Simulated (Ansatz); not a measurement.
Relaxation of the cluster Bi3⁻ with UKS r2SCAN-D4/def2-SVPD.

```sh
$ ansatz run in.yaml --threads 4 --pin off --events-out ev --progress --plain --max-ram 3916MiB
```

```yaml
crystal:
  periodic: [false, false, false]
  atoms:
    - {symbol: Bi, position_ang: [-1.022549, -0.116049, 1.482342]}
    - {symbol: Bi, position_ang: [0.569248, -1.326764, -1.082597]}
    - {symbol: Bi, position_ang: [0.453291, 1.442813, -0.399735]}
basis:
  gaussian: {orbitals: def2-SVPD}
total_charge: -1
magnetization: {spin_polarized: true, initial_magnetization: 4}
hamiltonian: {xc: r2scan, dispersion: d4}
scf: {omitted_lower_state_checks: [starts]}
output: {orbitals: {seedname: orbitals}}
relax: {f_tol: 0.02, max_steps: 100}
```

Hardware: 4 threads of Arm Neoverse N1 on a shared host. Wall time 45 s.

Positions (Å) and forces (eV/Å) at steps 1, 2, 3, 4, 5 of 5:

```xyz
3
step=1 energy=-17531.7836 eV
Bi   -1.023   -0.116    1.482   -1.131    0.415    1.741
Bi    0.569   -1.327   -1.083    0.905   -1.135   -1.541
Bi    0.453    1.443   -0.400    0.226    0.720   -0.199
3
step=2 energy=-17532.2707 eV
Bi   -1.120   -0.041    1.639   -0.189    0.436    0.358
Bi    0.667   -1.400   -1.240    0.337    0.036   -0.489
Bi    0.453    1.441   -0.399   -0.148   -0.472    0.131
3
step=3 energy=-17532.4391 eV
Bi   -1.183    0.070    1.753   -0.060    0.168    0.120
Bi    0.762   -1.410   -1.382    0.122    0.030   -0.174
Bi    0.421    1.340   -0.371   -0.062   -0.198    0.055
3
step=4 energy=-17532.4869 eV
Bi   -1.257    0.194    1.884    0.041    0.027   -0.055
Bi    0.870   -1.424   -1.544   -0.012    0.066    0.029
Bi    0.386    1.230   -0.341   -0.029   -0.093    0.026
3
step=5 energy=-17532.4877 eV
Bi   -1.254    0.196    1.880    0.003    0.002   -0.004
Bi    0.869   -1.419   -1.541   -0.001    0.004    0.002
Bi    0.384    1.223   -0.339   -0.002   -0.006    0.002
```

In the def2 sets Bi takes a core potential; there is no spin–orbit coupling. The highest occupied level of the charge -1 quintet lies above zero (up to 0.60 eV). The electron is either unbound and held by the finite basis, or the level is raised by self-interaction error. At r2SCAN-D4/def2-SVPD a triplet of charge -1 lies 1.16 eV below the quintet, each at its own geometry. The structure comes from a short search, and lower isomers may exist.
